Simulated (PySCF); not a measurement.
PbSe from Hartree–Fock to correlated methods

State: ¹Σ⁺ (singlet), closed shell. Set-up: basis Pb def2-TZVPP with ECP60, Se def2-TZVPP; scalar-relativistic core potentials; PySCF 2.14. De refers to Pb + Se in their high-spin ground configurations, without counterpoise correction. A positive dipole means Pb(−)Se(+).

```csv
Level,Re (Å),ωe (cm⁻¹),De (eV),μ (D)
RHF,2.387,312,1.95,-4.73
RHF-MP2,2.405,294,4.40,n/a
RHF-SCS-MP2,2.412,292,4.22,n/a
RHF-CCSD,2.403,299,3.87,n/a
RHF-CCSD(T),2.422,284,4.22,n/a
PBE,2.436,276,4.68,-3.64
BLYP,2.462,264,4.56,-3.65
r²SCAN,2.412,288,4.42,-3.81
TPSSh,2.415,286,4.46,-3.89
PBE0,2.402,294,4.30,-3.92
M06,2.426,287,4.76,-3.78
HSE06,2.408,292,4.38,-3.87
MN15,2.387,299,4.15,-3.85
```

(1) Which functional lies closest to RHF-CCSD(T) in De, which farthest, and by how much do they differ from it?

(2) What does a quarter of exact exchange do here, going from PBE to PBE0?

(3) What does the triples do here, going from RHF-CCSD to RHF-CCSD(T)?

Correlated steps freeze 13 core orbitals. Spin–orbit coupling is left out, which matters for elements this heavy, above all for dissociation energies. Where the molecule has an RHF reference, its open-shell atoms are computed with UHF. The CCSD T1 diagnostic is raised, a sign that a single reference may not be enough here.

The whole job (state search and all levels along the bond) took about 4.5 min on 2 threads of Intel Xeon 6975P-C (shared host), peak memory 2.5 GiB.

## Answers

(1) Closest is MN15 (-3.5 pm in Re, +5.3 % in ωe, -0.07 eV in De against RHF-CCSD(T) in the same basis), farthest M06 (+0.4 pm in Re, +1.1 % in ωe, +0.54 eV in De). CCSD(T) converges more slowly with the basis than the functionals do and binds too weakly in this one, so the order can change at the basis-set limit.

(2) PBE0 less PBE: -3.4 pm in Re, +6.5 % in ωe, -0.38 eV in De. Exact exchange removes part of the self-interaction that spreads semilocal densities, and in most molecules shortens and stiffens the bond and lowers De; so it does here.

(3) RHF-CCSD(T) less RHF-CCSD: +1.9 pm in Re, -5.0 % in ωe, +0.35 eV in De. Correlation nearly always deepens the well. The bond lengthens, as in strong covalent bonds, where excitations into antibonding orbitals dominate.
